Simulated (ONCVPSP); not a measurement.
# iodine (I): ONCV pseudisation with PBE, fully relativistic reference atom.

ONCVPSP 4.0.1 input, shortened (lines: element, Z, core and valence counts, functional; n l f; lmax; l rc ep ncon nbas qcut; lloc lpopt rc5 dvloc0; l nproj debl; icmod fcfact rcfact), PBE, fully relativistic:

```
  I 53.00    9    2        4      upf
    1    0    2.00
    2    0    2.00
    2    1    6.00
    3    0    2.00
    3    1    6.00
    3    2   10.00
    4    0    2.00
    4    1    6.00
    4    2   10.00
    5    0    2.00
    5    1    4.75
    1
    0    1.75    0.00    4    8    3.70
    1    2.05    0.00    4    9    3.50
    4    5    1.30    2.00
    0    2    2.10
    1    2    3.80
    3    5.50    1.25
```

Open shells are filled in proportion to 2j + 1.

Poles of the logarithmic derivatives, all-electron (AE) and pseudo (PS). s: poles at 2.0 (AE) and 2.0 (PS) Ha. p3/2: poles at 1.6 (AE) and 1.5, 4.5 (PS) Ha. p1/2: poles at 1.4 (AE) and 1.3, 4.8 (PS) Ha. Test radii: s 1.77, p3/2 2.08, p1/2 2.08 bohr.

* Cutoffs needed: 15 Ha and 58 Ha (the cutoffs (Ha) at which the residual kinetic energy of the hardest occupied pseudo-wave falls to 1 and 0.1 mHa per electron) The cutoffs count occupied waves only; projector 2 of the p channel, the hardest unoccupied one, needs 49 Ha at the loose tolerance.
* Ghost test: ghosts flagged at negative energy: s at -12.9 eV; GHOST(+) flagged for p3/2 at 123.5 eV, p1/2 at 130.9 eV; a true bound ghost makes a file unfit for plane-wave use
* Largest excitation error: -14 meV (all-electron minus pseudo) for 5s2 5p3, out of 4 test configurations
* rms error of d²Exc/dni dnj: 8.78 mHa without and 4.51 mHa with the model core
